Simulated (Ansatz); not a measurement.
K10: single points at one geometry.

```yaml
crystal:
  periodic: [false, false, false]
  atoms:
    - {symbol: K, position_ang: [-3.756339, 0.662647, 0.027595]}
    - {symbol: K, position_ang: [-0.417760, -2.319974, -0.105228]}
    - {symbol: K, position_ang: [-4.582777, -3.865920, -0.164289]}
    - {symbol: K, position_ang: [-1.181319, -6.690473, -0.367280]}
    - {symbol: K, position_ang: [0.408931, 2.319724, 0.128127]}
    - {symbol: K, position_ang: [2.971991, -5.188656, -0.304267]}
    - {symbol: K, position_ang: [1.192032, 6.688795, 0.324188]}
    - {symbol: K, position_ang: [4.586135, 3.854716, 0.266388]}
    - {symbol: K, position_ang: [3.747766, -0.659969, 0.026863]}
    - {symbol: K, position_ang: [-2.968660, 5.199121, 0.167923]}
basis:
  gaussian: {orbitals: def2-TZVP, initial_orbitals: start.molden}
hamiltonian: {xc: {name: BHLYP}}
scf: {omitted_lower_state_checks: [starts]}
output: {orbitals: {seedname: orbitals}}
```

The file start.molden holds the orbitals of an earlier run on this structure, at another level or in another basis.

```sh
$ ansatz run in.yaml --threads 4 --pin off --events-out ev --progress --plain --max-ram 4787MiB
```

It prints (some lines left out):

```
Functional definition: BHLYP
3240 factors; integrals over basis functions are off by at most 1.1e-4 eV
mean field evaluation 1: about -163249.6404 eV, gradient 1.0e1 eV
mean field evaluation 2: about -163249.7252 eV, gradient 1.8e-1 eV
mean field evaluation 4: about -163249.8782 eV, gradient 2.8e-3 eV
mean field evaluation 8: about -163249.8782 eV, gradient 1.1e-5 eV
mean field -163249.87824415 eV, -5999.3223707306 hartree, gradient 1.2e-5 eV, S^2 0.000000; 0 other end points of the search recorded, 0 dependent functions left out
reference -163249.87846607 eV, -5999.3223788862 hartree; 95, 95 occupied and 235, 235 virtual orbitals, 3240 factors
Total energy: -163249.87846607 eV, -5999.3223788862 hartree
Checks for a lower state left out: starts
```

Hardware: 4 threads of Arm Neoverse V2 on a shared host. Wall time 34 s, peak host memory 1.9 GiB.

The first input with `hamiltonian: {xc: r2scan}` (abridged; 44 s):

```
Functional definition: r2SCAN
mean field -163237.36681221 eV, -5998.8625840873 hartree, gradient 7.4e-6 eV, S^2 0.000000
Total energy: -163237.36683698 eV, -5998.8625849977 hartree
Checks for a lower state left out: starts
```

As the first input, with `gaussian: {orbitals: def2-SVP, initial_orbitals: start.molden}`, `hamiltonian: {xc: pbe}` (abridged; 13 s):

```
Functional definition: PBE
mean field -163168.13582752 eV, -5996.3183923264 hartree, gradient 1.8e-5 eV, S^2 0.000000
Total energy: -163168.13589944 eV, -5996.3183949695 hartree
Checks for a lower state left out: starts
```

The first input with `gaussian: {orbitals: def2-SVP, initial_orbitals: start.molden}`, `correlation: {method: mp2}` and without the key `hamiltonian` (abridged; 44 s):

```
Functional definition: HF
mean field -163017.37834098 eV, -5990.7781568832 hartree, gradient 3.8e-6 eV, S^2 0.000000; unrestricted orbitals would lower it
mean field evaluation 16: about -163018.3023 eV, gradient 2.5e-1 eV
mean field evaluation 32: about -163018.5279 eV, gradient 2.6e-3 eV
unrestricted determinant -163018.52790244 eV, -5990.8204024878 hartree, S^2 3.0473
50 core orbitals not correlated: weight in the atoms' cores, before any rotation towards them, 1.000 or more for the frozen orbitals, at most 0.000 for the correlated occupied ones
second order -16.65655696 eV of doubles, -0.00000000 eV of singles
Total energy: -163034.03489794 eV, -5991.3902740613 hartree
Checks for a lower state left out: starts
```

First input, but with `gaussian: {orbitals: def2-SVP, initial_orbitals: start.molden}`, `hamiltonian: {xc: pbe}`, `correlation: {method: rpa}` and without the key `output` (abridged; 24 s):

```
Functional definition: PBE
mean field -163168.13581926 eV, -5996.3183920231 hartree, gradient 2.6e-6 eV, S^2 0.000000
50 core orbitals not correlated: weight in the atoms' cores, before any rotation towards them, 1.000 or more for the frozen orbitals, at most 0.000 for the correlated occupied ones
Total energy: -163044.71128833 eV, -5991.7826241715 hartree
Checks for a lower state left out: starts
```

First input, but with `hamiltonian: {xc: lda}` (abridged; 7.5 s):

```
Functional definition: SPW92
mean field -162776.70248989 eV, -5981.9334824917 hartree, gradient 3.6e-5 eV, S^2 0.000000
Total energy: -162776.70256352 eV, -5981.9334851974 hartree
Checks for a lower state left out: starts
```

First input, but with `hamiltonian: {xc: pbe0}` (abridged; 31 s):

```
Functional definition: PBE0
mean field -163201.88146929 eV, -5997.5585217879 hartree, gradient 5.4e-5 eV, S^2 0.000000
Total energy: -163201.88152308 eV, -5997.5585237646 hartree
Checks for a lower state left out: starts
```

Geometry: PBE/def2-SVP.

Correlated methods freeze 50 core orbitals; core or outer-core shells of K are correlated, in sets that lack core-valence functions. The restricted singlet is unstable towards broken spin symmetry in Hartree–Fock (as tested in another run); at BHLYP/def2-TZVP, r2SCAN/def2-TZVP, PBE/def2-SVP, RPA@PBE/def2-SVP and others this wasn't settled. At MP2/def2-SVP the restricted singlet (for correlated methods, its reference) is unstable: a solution with broken spin symmetry lies lower. The structure comes from a short search, and lower isomers may exist.
